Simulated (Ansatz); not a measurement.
`CCCC#CCCCC` + `OCF` → `CCCOCF` + `CC#CCCC`  (substitution at a C–C bond)

Program: Ansatz. Geometries: PBE0-D4/def2-TZVP. ΔE: electronic, gas phase. CCSD(T)/CBS adds triple-zeta CCSD(T) − MP2 to the extrapolated MP2 energy (def2 sets, frozen cores). Functionals use def2-TZVPP. Each species was taken in one conformer, which may not be the lowest.

`CCCC#CCCCC`:

```xyz
25

C    -0.863   -0.375    2.625
C    -1.797   -1.379    1.975
C    -2.668   -0.764    0.877
C    -1.893   -0.235   -0.234
C    -1.223    0.188   -1.140
C    -0.387    0.715   -2.208
C     0.988    1.175   -1.718
C     1.830    0.051   -1.138
C     3.174    0.532   -0.620
H    -0.249   -0.847    3.396
H    -0.193    0.070    1.885
H    -1.424    0.438    3.096
H    -1.219   -2.202    1.545
H    -2.458   -1.818    2.730
H    -3.281    0.039    1.305
H    -3.370   -1.516    0.500
H    -0.903    1.552   -2.689
H    -0.260   -0.053   -2.980
H     0.852    1.958   -0.964
H     1.519    1.637   -2.557
H     1.271   -0.432   -0.330
H     1.981   -0.717   -1.905
H     3.765   -0.291   -0.213
H     3.761    1.002   -1.415
H     3.046    1.273    0.175
```

`OCF`:

```xyz
6

O     0.938    0.199   -0.501
C    -0.228   -0.254    0.058
F    -1.293    0.550   -0.296
H     1.198    1.019   -0.071
H    -0.201   -0.263    1.154
H    -0.414   -1.251   -0.343
```

`CCCOCF`:

```xyz
15

C     1.298    1.416    1.055
C     0.058    0.582    0.782
C     0.387   -0.636   -0.055
O    -0.723   -1.501   -0.249
C    -1.473   -1.266   -1.359
F    -2.274   -0.142   -1.217
H     1.059    2.288    1.667
H     1.747    1.779    0.127
H     2.059    0.838    1.587
H    -0.389    0.244    1.722
H    -0.700    1.179    0.271
H     0.791   -0.335   -1.033
H     1.150   -1.239    0.446
H    -0.852   -1.086   -2.247
H    -2.138   -2.121   -1.496
```

`CC#CCCC`:

```xyz
16

C     2.634   -1.515    0.680
C     1.258   -1.196    0.351
C     0.114   -0.937    0.082
C    -1.259   -0.598   -0.257
C    -1.404    0.795   -0.876
C    -0.976    1.909    0.061
H     3.216   -0.607    0.860
H     2.690   -2.131    1.581
H     3.117   -2.065   -0.132
H    -1.654   -1.349   -0.949
H    -1.878   -0.659    0.646
H    -2.450    0.931   -1.168
H    -0.812    0.834   -1.796
H    -1.086    2.888   -0.412
H    -1.580    1.909    0.973
H     0.069    1.790    0.355
```

```json
{"level": "r2SCAN-D4", "ΔE (kJ/mol)": "28.6"}
{"level": "MP2/def2-QZVPP", "ΔE (kJ/mol)": "42.2"}
```

(1) What does CCSD(T)/CBS give? (An estimate is asked.)

Largest T1 diagnostic among the species: 0.011.

## Answers

(1) The calculation gave: +36.1 kJ/mol. The listed levels differ from it by -7.5, 6.1 kJ/mol.

From PBE to PBE0 (25 % exact exchange), in def2-TZVPP and without D4, ΔE moves by +3.3 kJ/mol. In def2-TZVPP, CCSD(T) changes the Hartree–Fock value by +12.0 kJ/mol (the triples alone add +0.7 kJ/mol) and MP2 by +18.9 kJ/mol.
